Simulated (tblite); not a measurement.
C6H6NO2 (doublet state).
Z-matrix (Å and degrees, GFN2-xTB geometry), rows numbered from 1:
```
C 
C   1  1.3021
C   2  1.4516  1  150.52
C   3  1.4722  2  120.68  1    76.91
O   4  1.2003  3  125.71  2    23.92
C   2  1.4947  1  143.68  3   176.97
N   6  1.3437  2  118.94  3  -103.94
C   7  1.3435  6  122.40  2  -166.08
O   8  1.2136  7  125.30  6   -26.56
H   1  1.0771  2  121.79  3   179.79
H   1  1.0784  2  121.14  3    -0.33
H   3  1.0823  2  117.86  6   102.79
H   4  1.1067  3  112.58  2  -156.19
H   6  1.0932  2  115.43  3   103.43
H   8  1.1024  7  111.43  6   159.63
```

Calculated harmonic vibrations of the isolated species, GFN2-xTB (tblite), most abundant isotopes, no scaling. Errors from tens to a few hundred cm⁻¹ against measured bands are possible. One conformer, not necessarily the lowest. Open shells enter through the occupations alone, without spin polarisation, and single modes of such species can be off by tens of per cent.

Harmonic wavenumbers (cm⁻¹): 31.9, 73.2, 109.7, 144.3, 172.8, 203.0, 259.8, 327.2, 387.6, 487.5, 578.3, 598.6, 653.5, 728.1, 845.6, 881.5, 897.9, 927.5, 928.7, 967.4, 1015.6, 1026.4, 1080.2, 1114.9, 1226.6, 1247.2, 1345.1, 1351.8, 1372.4, 1385.5, 1638.9, 1748.6, 1863.4, 2769.7, 2818.1, 2915.0, 3059.3, 3083.0, 3112.1.

A = 2467, B = 1142, C = 867.0 MHz; mass 124.040 u (most abundant isotopes); point group C1, symmetry number 1; spin multiplicity 2.

Question: Zero-point energy?

Answer: ½Σν̃ = 22689 cm⁻¹ = 64.87 kcal/mol.

Question: Give the ideal-gas entropy at 350 K and 1 bar in the rigid-rotor, harmonic-oscillator model (classical rotation).

Answer: Translation 41.18, rotation 29.74, vibration 32.41, spin (R ln 2) 1.38: S = 104.7 cal/(mol K).

Question: And Cp and H(350 K) − H(0)?

Answer: Cp = 38.75 cal/(mol K), of which vibrations give 30.80 (their classical limit is 39 R = 77.5); H(350 K) − H(0) = 8.46 kcal/mol without the zero-point energy, 5.68 from vibrations.

Question: How do the functions run with temperature in this model?

Answer: 
| T (K) | S (cal/(mol K)) | Cp (cal/(mol K)) | H − H(0) (kcal/mol) | G − H(0) (kcal/mol) | ln q(vib) |
| --- | --- | --- | --- | --- | --- |
| 50 | 60.6 | 13.3 | 0.51 | -2.51 | 0.71 |
| 100 | 71.5 | 18.5 | 1.32 | -5.83 | 1.97 |
| 298.15 | 98.8 | 34.6 | 6.56 | -22.91 | 6.92 |
| 373.15 | 107.2 | 40.5 | 9.38 | -30.64 | 8.68 |
| 500 | 120.3 | 49.0 | 15.08 | -45.09 | 11.57 |
| 750 | 142.6 | 60.5 | 28.89 | -78.04 | 16.93 |
| 1000 | 161.0 | 67.6 | 44.96 | -116.06 | 21.82 |

q(vib) and H(0) count from the zero-point level.

Question: Blend soft modes into free rotors: weight 1/[1 + (100 cm⁻¹/ν̃)⁴] for the oscillator and the rest for a rotor with moment μB/(μ + B), μ = h/(8π²ν), B = 10⁻⁴⁴ kg m². What vibrational entropy results?

Answer: 29.36 cal/(mol K) in place of 32.41, which changes −T·S at 350 K by +1.07 kcal/mol.

Question: Which modes carry the vibrational entropy at 350 K?

Answer: 31.9 cm⁻¹: 6.03; 73.2 cm⁻¹: 4.38; 109.7 cm⁻¹: 3.59; 144.3 cm⁻¹: 3.05; 172.8 cm⁻¹: 2.71; 203.0 cm⁻¹: 2.40 cal/(mol K); the other 33 give 10.25 together.

Hindered rotation and anharmonicity are outside this model. Other conformers, if any are populated, would add a mixing term that is left out. The structure is chiral; the term R ln 2 for an equal mix with its mirror image is left out.
